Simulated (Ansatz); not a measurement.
Coupled-cluster run, C₃H₉F₂NSeZr (`C[Se][Zr]([F])([F])[N](C)C`).

```yaml
crystal:
  periodic: [false, false, false]
  atoms:
    - {symbol: C, position_ang: [0.356326, 2.145634, -1.430360]}
    - {symbol: Se, position_ang: [-0.669725, 2.756096, 0.130993]}
    - {symbol: Zr, position_ang: [-0.475524, 0.705455, 1.702658]}
    - {symbol: F, position_ang: [-2.152452, 0.468793, 2.586587]}
    - {symbol: F, position_ang: [1.042189, 0.884872, 2.851636]}
    - {symbol: N, position_ang: [-0.105384, -0.811006, 0.455345]}
    - {symbol: C, position_ang: [1.215716, -1.268499, 0.092344]}
    - {symbol: C, position_ang: [-1.170092, -1.560770, -0.172366]}
    - {symbol: H, position_ang: [0.303530, 2.941673, -2.170983]}
    - {symbol: H, position_ang: [-0.084051, 1.237293, -1.833957]}
    - {symbol: H, position_ang: [1.395953, 1.975855, -1.158630]}
    - {symbol: H, position_ang: [1.361216, -2.322243, 0.363604]}
    - {symbol: H, position_ang: [1.984836, -0.684706, 0.605501]}
    - {symbol: H, position_ang: [1.385735, -1.174249, -0.988235]}
    - {symbol: H, position_ang: [-2.149700, -1.184046, 0.137013]}
    - {symbol: H, position_ang: [-1.122409, -2.624271, 0.095202]}
    - {symbol: H, position_ang: [-1.116154, -1.485878, -1.266343]}
basis:
  gaussian: {orbitals: def2-SVP}
correlation: {method: ccsd_t}
```

```sh
$ ansatz run in.yaml --threads 4 --pin off --events-out ev --progress --plain --max-ram 46080MiB --backend cuda --devices 0, --max-vram 37GiB
```

Output of Ansatz, abridged:

```
Functional definition: HF
1938 factors; integrals over basis functions are off by at most 1.4e-3 eV
mean field evaluation 1: about -76680.2001 eV, gradient 5.4e1 eV
mean field evaluation 2: about -76680.3837 eV, gradient 5.4e1 eV
mean field evaluation 4: about -76686.8661 eV, gradient 4.5e0 eV
mean field evaluation 8: about -76686.9636 eV, gradient 3.8e-1 eV
mean field -76686.96420167 eV, -2818.1939541203 hartree, gradient 2.1e-6 eV, S^2 0.000000; 0 other end points of the search recorded, 0 dependent functions left out
15 core orbitals not correlated: weight in the atoms' cores, before any rotation towards them, 1.000 or more for the frozen orbitals, at most 0.000 for the correlated occupied ones
reference -76686.96420167 eV, -2818.1939541203 hartree; 34, 34 occupied and 143, 143 virtual orbitals, 1938 factors
second order -39.93902953 eV of doubles, -0.00000000 eV of singles
cycle   1  -39.85019232 eV  change    8.9e-2 eV  update   1.9e-1
cycle   2  -40.87993178 eV  change    -1.0e0 eV  update   7.4e-2
cycle   3  -41.22572511 eV  change   -3.5e-1 eV  update   3.7e-2
cycle   4  -41.22104329 eV  change    4.7e-3 eV  update   1.0e-2
cycle   5  -41.20962771 eV  change    1.1e-2 eV  update   4.3e-3
cycle   6  -41.21099392 eV  change   -1.4e-3 eV  update   1.7e-3
cycle   7  -41.21083902 eV  change    1.5e-4 eV  update   7.0e-4
cycle   8  -41.21057990 eV  change    2.6e-4 eV  update   3.1e-4
cycle   9  -41.21076870 eV  change   -1.9e-4 eV  update   1.0e-4
cycle  10  -41.21083535 eV  change   -6.7e-5 eV  update   4.7e-5
perturbative correction -1.25771723 eV, -0.0462202558 hartree
Total energy: -76729.43275426 eV, -2819.7546446414 hartree
```

Run time 3.6 s (4 threads of an AMD EPYC 7R13 on a shared host and a share of an NVIDIA H100 80 GB); peak host memory 1 GiB.

MP2 recovers 94.0 % of the CCSD(T) correlation energy and the triples give 3.0 %; T1 = 0.0155.
